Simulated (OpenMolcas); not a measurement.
# Os6+: moving or changing the point charges

Os6+ among 6 point charges of -1.7 e arranged as an octahedron (Oh), 2.02 Å from the ion.
```
   2.0200    0.0000    0.0000  -1.70
   0.0000    2.0200    0.0000  -1.70
  -2.0200    0.0000    0.0000  -1.70
   0.0000   -2.0200    0.0000  -1.70
   0.0000    0.0000    2.0200  -1.70
   0.0000    0.0000   -2.0200  -1.70
```

* Program: OpenMolcas
* Method: CASSCF
* Basis: ANO-RCC-VTZP [8s7p5d3f2g1h]
* Scalar Hamiltonian: DKH2, point nucleus
* Active space: 2 electrons in 5 orbitals (5d)
* State averaging: 2S+1 = 3 even, 10 roots; 2S+1 = 1 even, 15 roots
* Spin-orbit coupling: state interaction with AMFI integrals over the reference wave functions

Runs around this geometry, states (labels of O, the rotations of Oh). Energies in cm-1 above the lowest state or level, χT in cm3 K/mol; under a threefold ground state the first gap can be a small split of the lowest multiplet, not the spin-orbit step; 10Dq and B are least-squares fits to the states below 45000 cm-1, weighted by degeneracy, with a free offset, and given where the rms deviation is under 5 % of |10Dq| (or 100 cm-1) and under 700 cm-1.

| R (Å) | q (e) | Ground state | First state of that spin | 10Dq | B (rms of fit) | First gap with spin-orbit (degeneracies) | χT at 300 K | First state of another spin |
| --- | --- | --- | --- | --- | --- | --- | --- | --- |
| 2.02 | -1.36 | 3T1 | 3T2 4640 | 5485 | 926 (84) | 1158 (2, 3) | 0.099 | 1T2 13649 |
| 1.92 | -1.7 | 3T1 | 3T2 7544 | 8739 | 922 (131) | 1362 (2, 3) | 0.066 | 1T2 13861 |
| 2.02 | -1.7 | 3T1 | 3T2 5829 | 6830 | 925 (104) | 1273 (2, 3) | 0.082 | 1T2 13769 |
| 2.25 | -1.7 | 3T1 | 3T2 3377 | 4030 | 927 (63) | 972.6 (2, 3) | 0.130 | 1T2 13464 |

Taking |10Dq| as R^-n, n = -ln(4030 / 8739) / ln(2.25 / 1.92) = 4.9 between the shortest and longest distance. The point-charge formula for a cubic d site gives n = 5.

Scaling the charges by -1.36 / -1.7 = 0.80 scales |10Dq| by 5485 / 6830 = 0.80; with fixed orbitals a first-order splitting would follow the charge.

Without dynamic correlation the repulsion within the d shell is too large (B by tens of per cent), so at a given field states of lower spin stand too high. Spin-orbit coupling mixes the spin-free states strongly: the lowest level takes only 67 % from its leading state, 3T1 (figures for R = 2.02, q = -1.36; the like holds for R = 2.02, q = -1.7, R = 2.25, q = -1.7). This field is weak: 10Dq is about 5485 cm-1, while octahedral complexes of 5d ions of charge 3 and more, computed by the same method with explicit ligands, had a median near 35000 cm-1. Ground spin and moment need not be those of a real site (figures for R = 2.02, q = -1.36; the like holds for R = 1.92, q = -1.7, R = 2.02, q = -1.7, R = 2.25, q = -1.7). An orbital triplet at a regular site is open to Jahn-Teller coupling, which can distort the site and quench the lowest spin-orbit gaps and is left out (holds for R = 1.92, q = -1.7). This is an electrostatic model: the charges have no orbitals. No measured value stands beside these numbers.
